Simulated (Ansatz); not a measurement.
Two isomers of CH6OSi2: A = `O=C[SiH2][SiH3]`, B = `C1O[SiH2][SiH2]1`.

Gas-phase electronic energies from Ansatz, PBE0-D4/def2-TZVP geometries. CCSD(T)/CBS adds triple-zeta CCSD(T) − MP2 to the extrapolated MP2 energy (def2 sets, frozen cores). Functionals use def2-TZVPP. B3LYP here is the variant with VWN-RPA as its local correlation; programs differ in this. Each species was taken in one conformer, which may not be the lowest.

(1) Which isomer does CCSD(T)/CBS put lower? Give the gap. (Estimate.)

(2) Give E(B) − E(A) in kcal/mol with B2PLYP, BLYP-D4, CCSD(T)/def2-TZVPP, r2SCAN-D4, LDA (SPW92), ωB97M-V, B3LYP. (Best estimate.)

(3) Does the order hold for the free energy at 298.15 K (harmonic terms from PBE0-D4)? (Best estimate.)

Largest T1 diagnostic: 0.016.

Answers

(1) Computed: B, by 22.3 kcal/mol.

(2) The calculation gave: B2PLYP -20.1, BLYP-D4 -15.8, CCSD(T)/def2-TZVPP -20.9, r2SCAN-D4 -21.4, LDA (SPW92) -26.9, ωB97M-V -22.8, B3LYP -18.2. None reverses the order clearly.

(3) Ansatz gave: Yes: G(B) − G(A) = -16.9 kcal/mol, for one conformer each. Modes under 60 cm⁻¹, often nearly free rotors, make the harmonic entropy too high.

At CCSD(T), def2-SVP lies +8.9 kcal/mol from the extrapolated value and def2-TZVPP +1.4 kcal/mol. Leaving LDA and LC-ωPBE aside and taking each functional with its dispersion term where it has one, the values, not all of them listed here, spread over 9.0 kcal/mol, from PBE-QIDH to BLYP-D4. LDA lies −8.0 kcal/mol from PBE without D4.
